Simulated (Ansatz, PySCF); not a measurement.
Nb(S)(OH)2(Me) (CH₅NbO₂S), SMILES [CH3][Nb]([OH])([OH])=[S], multiplicity 1. Atoms are numbered in the order given.

```xyz
10

Nb    -0.2015    -0.0208     0.0990
S      1.5245    -0.5857    -1.0721
O      0.2149     0.1961     1.9291
H      1.0151     0.1358     2.4655
O     -1.1253     1.4472    -0.6502
H     -1.0028     2.0195    -1.4178
C     -1.5370    -1.7068    -0.0249
H     -1.8216    -1.9060    -1.0712
H     -2.4464    -1.4778     0.5599
H     -1.0632    -2.6138     0.3854
```

Coordinates come from a B3LYP-D3(BJ)/def2-SVP optimisation. The multiplicity is an assumed one; no other spin state was optimised. The structure was generated by enumeration; whether it is a known compound was not checked. The def2 effective core potentials stand for the cores of Nb; spin–orbit coupling is left out. The values are those of a single conformer.

Two levels are set side by side: PBE-D3(BJ)/def2-SVP (Ansatz, a quantum-chemistry and plane-wave program) and B3LYP-D3(BJ)/def2-SVP (Ansatz). Each level has its own optimised geometry; the coordinates shown are those of the second. Frequencies come from the Hessian of PySCF at each geometry. Differences are taken from unrounded values.

```json
[
 {"quantity": "mean bond length (Å)", "B3LYP-D3(BJ)": "1.482"},
 {"quantity": "bond Nb1–S2 (Å)", "B3LYP-D3(BJ)": "2.161"},
 {"quantity": "bond Nb1–O3 (Å)", "B3LYP-D3(BJ)": "1.889"},
 {"quantity": "bond Nb1–O5 (Å)", "B3LYP-D3(BJ)": "1.889"},
 {"quantity": "bond Nb1–C7 (Å)", "B3LYP-D3(BJ)": "2.154"},
 {"quantity": "bond O3–H4 (Å)", "B3LYP-D3(BJ)": "0.965"},
 {"quantity": "bond O5–H6 (Å)", "B3LYP-D3(BJ)": "0.965"},
 {"quantity": "bond C7–H8 (Å)", "B3LYP-D3(BJ)": "1.103"},
 {"quantity": "bond C7–H9 (Å)", "B3LYP-D3(BJ)": "1.105"},
 {"quantity": "bond C7–H10 (Å)", "B3LYP-D3(BJ)": "1.103"},
 {"quantity": "highest harmonic wavenumber (cm⁻¹)", "B3LYP-D3(BJ)": "3876"},
 {"quantity": "mean harmonic wavenumber (cm⁻¹)", "B3LYP-D3(BJ)": "1142"},
 {"quantity": "zero-point energy (kcal/mol)", "B3LYP-D3(BJ)": "39.18"}
]
```

**Question.** What does PBE-D3(BJ) give, and how far is it from B3LYP-D3(BJ)? (The exact figures need the calculation; the answer reports its results.)

**Answer.** 
| quantity | PBE-D3(BJ) | PBE-D3(BJ) minus B3LYP-D3(BJ) |
|---|---|---|
| mean bond length (Å) | 1.488 | 0.007 |
| bond Nb1–S2 (Å) | 2.168 | 0.007 |
| bond Nb1–O3 (Å) | 1.896 | 0.007 |
| bond Nb1–O5 (Å) | 1.896 | 0.007 |
| bond Nb1–C7 (Å) | 2.152 | -0.003 |
| bond O3–H4 (Å) | 0.974 | 0.008 |
| bond O5–H6 (Å) | 0.974 | 0.008 |
| bond C7–H8 (Å) | 1.110 | 0.008 |
| bond C7–H9 (Å) | 1.113 | 0.008 |
| bond C7–H10 (Å) | 1.110 | 0.008 |
| highest harmonic wavenumber (cm⁻¹) | 3768 | -109 |
| mean harmonic wavenumber (cm⁻¹) | 1111 | -31 |
| zero-point energy (kcal/mol) | 38.13 | -1.05 |

Exact exchange shortens and stiffens bonds; PBE has none. Differences between two approximate levels are no errors against the true value.
